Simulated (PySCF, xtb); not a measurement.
H4Si2, SMILES [SiH3][SiH] (connectivity only; charge and spin as stated), neutral, multiplicity 1.

Harmonic wavenumbers (cm⁻¹) from GFN2-xTB (xtb) at its own minimum, in rising order: 147, 354, 369, 522, 586, 811, 832, 883, 1955, 2120, 2123, 2155.

What does ωB97X-D3(BJ)/def2-TZVP (PySCF) give at its own minimum? (Estimate from the structure and the level; the computed values follow.)

79, 387, 393, 448, 728, 886, 942, 966, 2079, 2209, 2217, 2234. Paired by order, the mean absolute difference is 83 cm⁻¹ and the zero-point energies are 18.4 and 19.4 kcal/mol.
